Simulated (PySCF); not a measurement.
Species: C6H13Si (doublet state).
Cartesian coordinates in Å at the GFN2-xTB level; atoms count from 1:
```
atom  x, y, z in Å
C1     3.0031    0.3000    0.4081
C2     2.0874   -0.8991    0.4857
C3     0.8145   -0.9101    0.2434
Si4   -0.7919   -0.1476   -0.2261
C5    -0.6441    1.7311   -0.5970
C6    -1.4349   -1.0270   -1.7907
C7    -2.0125   -0.3877    1.2186
H8     3.4679    0.4691    1.3781
H9     3.7911    0.1119   -0.3194
H10    2.4460    1.1849    0.1156
H11    2.6019   -1.8133    0.7791
H12   -0.2791    2.2724    0.2705
H13   -1.6052    2.1558   -0.8721
H14    0.0451    1.9140   -1.4156
H15   -1.5415   -2.0942   -1.6243
H16   -0.7545   -0.8922   -2.6259
H17   -2.4054   -0.6430   -2.0914
H18   -1.6647    0.1146    2.1159
H19   -2.9941    0.0102    0.9782
H20   -2.1343   -1.4393    1.4578
```

The hyperfine couplings belong to this conformer and change with its torsions.

Identity: `C/C=[C]\[Si](C)(C)C` [radical].

Method used: UKS B3LYP, pcH-1 on C H Si, non-relativistic, mean-field spin-orbit, GIAO (PySCF 2.14.0). Geometry: GFN2-xTB; no solvent, vibrations or thermal averaging. Couplings are sensitive to structure, and on GFN2-xTB geometries they can be far from those on DFT ones. No stability test was run, so a lower SCF solution isn't excluded.

**Question.** Give the principal g shifts and their parts.

**Answer.** 
```json
{"Δg (ppm)": "relativistic mass correction", "1": "-141", "2": "-141", "3": "-141"}
{"Δg (ppm)": "gauge correction", "1": "30", "2": "16", "3": "33"}
{"Δg (ppm)": "orbital Zeeman/spin–orbit", "1": "-455", "2": "-148", "3": "576"}
{"Δg (ppm)": "total", "1": "-567", "2": "-273", "3": "468"}
```

So g = 2.00175, 2.00205, 2.00279 and g_iso = 2.00220; the tensor is rhombic: the two nearest values differ by 28 % of g3 − g1. Axes: g1 points within 4° of the C2–C3 bond.

**Question.** What effective moment and Curie constant follow for a powder?

**Answer.** With the mean of g² = 4.0088 and S(S+1) = 0.75: μ_eff = √(⟨g²⟩S(S+1)) = 1.734 μB and χT = 0.12505·⟨g²⟩·S(S+1) = 0.376 cm³ K/mol (cgs; spin-Hamiltonian part alone).

**Question.** How much does each term add to the isotropic shift?

**Answer.** The mass correction -141, the gauge correction 27 and the orbital-Zeeman/spin–orbit term -9 ppm, for a total of -124 ppm. The mass correction is the largest in size. The mass correction is the same along every axis, so the anisotropy comes from the other two: their spans along these axes are 17 (gauge) and 1031 ppm (orbital Zeeman/spin–orbit).

**Question.** In a frozen sample, at which fields do the three g values resonate at 9.5, 34, 94 and 263 GHz (hyperfine left aside), and which band first spreads them over more than twice a line width of 0.3 mT?

**Answer.** 
```json
{"band": "X", "GHz": "9.5", "B(g3) mT": "338.90", "B(g2) mT": "339.03", "B(g1) mT": "339.08", "spread mT": "0.18"}
{"band": "Q", "GHz": "34.0", "B(g3) mT": "1212.92", "B(g2) mT": "1213.37", "B(g1) mT": "1213.55", "spread mT": "0.63"}
{"band": "W", "GHz": "94.0", "B(g3) mT": "3353.37", "B(g2) mT": "3354.61", "B(g1) mT": "3355.10", "spread mT": "1.73"}
{"band": "J", "GHz": "263.0", "B(g3) mT": "9382.30", "B(g2) mT": "9385.77", "B(g1) mT": "9387.15", "spread mT": "4.85"}
```

The spread grows in proportion to the frequency. Q band is the first where it exceeds 0.6 mT.

Largest spin populations (Mulliken): C3 (+0.99), C2 (-0.17), C1 (+0.07) and H11 (+0.06). No atom but C3 exceeds +0.15. The positive populations add up to 1.17 and the negative ones to -0.17, together 2S = 1.

The HOMO–LUMO gaps are 5.59 eV among the α and 5.01 eV among the β orbitals.
